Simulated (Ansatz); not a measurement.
Species: NbCl₄, charge 1, multiplicity 1. The spin state was set by rule; other spins were not relaxed. SMILES of the parent species: [Cl][Nb]([Cl])([Cl])[Cl]
Coordinates optimised at B3LYP-D3(BJ)/def2-TZVP (Ansatz, a program for electronic structure):
```
Nb
Cl 1 2.2110
Cl 1 2.2110 2 109.47
Cl 1 2.2110 2 109.47 3 -120.00
Cl 1 2.2110 2 109.47 4 -120.00
```
Charge +1, spin multiplicity 1.

Parts of the frozen-core correlation energy in def2-TZVPP (Ansatz, hartree). Frozen orbitals: 24; correlated occupied orbitals by spin: 16 and 16; virtual: 184 and 184. No spin-orbit coupling. In def2 rows, elements after Kr have scalar-relativistic effective core potentials.

```json
[
 {"term": "reference (HF)", "value": "-1894.37868"},
 {"term": "MP2 opposite-spin", "value": "?"},
 {"term": "MP2 same-spin", "value": "?"},
 {"term": "CCSD correlation", "value": "?"},
 {"term": "(T)", "value": "-0.06357"},
 {"term": "T1 diagnostic", "value": "0.023"},
 {"term": "largest doubles amplitude", "value": "0.035"}
]
```

### Question
Fill in the missing entries.

### Answer

- MP2 opposite-spin, value: -0.68877
- MP2 same-spin, value: -0.26110
- CCSD correlation, value: -0.97337
